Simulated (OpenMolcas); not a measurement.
# How basis sets differ on CH5GaO (SMILES C[O][GaH2])

CH5GaO: 8 atoms, total charge 0, spin state singlet. SMILES: `C[O][GaH2]`. Geometry: relaxed at PBE0-D4/def2-TZVP.

Quantity: the dipole moment, in D. The values are calculated.

```csv
level,kind,program,value (D),CPU time
HF/ANO-RCC-MB (DKH2),Hartree–Fock,OpenMolcas,1.45,3.9 s
HF/STO-3G,Hartree–Fock,OpenMolcas,0.92,1.6 s
HF/3-21G,Hartree–Fock,OpenMolcas,1.63,1.9 s
HF/cc-pVDZ,Hartree–Fock,OpenMolcas,1.41,5.8 s
```

All-electron rows without a relativistic Hamiltonian named are non-relativistic. The values span 0.92 to 1.63 D. Magnitudes only. Sets without polarisation functions give poor dipoles. Times are those of the runs behind each value, whatever else they computed, on shared processors of several kinds: orders of magnitude only.
